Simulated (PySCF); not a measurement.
A calculated (PBE, PySCF 2.14, aug-cc-pwCVTZ-DK with one added diffuse shell each of s, p, d, f, g type, the spin-free X2C one-electron Hamiltonian (Gaussian nucleus)) atom or ion has these occupied shells.

| shell | electrons | orbital energy (eV) | rms radius, mean of both spins (bohr) |
| --- | --- | --- | --- |
| 1s β | 1 | -8208.1 | 0.0624 |
| 1s α | 1 | -8208.1 | 0.0624 |
| 2s α | 1 | -984.08 | 0.266 |
| 2s β | 1 | -983.54 | 0.266 |
| 2p α | 3 | -847.10 | 0.238 |
| 2p β | 3 | -846.69 | 0.238 |
| 3s α | 1 | -115.02 | 0.800 |
| 3s β | 1 | -113.84 | 0.800 |
| 3p α | 3 | -75.520 | 0.854 |
| 3p β | 3 | -74.377 | 0.854 |
| 3d α | 5 | -13.612 | 1.27 |
| 3d β | 4 | -12.700 | 1.27 |

**Question.** Name the element and its charge.

**Answer.** Ni⁺ (nickel, charge +1), in [Ar] 3d9, 2D determinant.
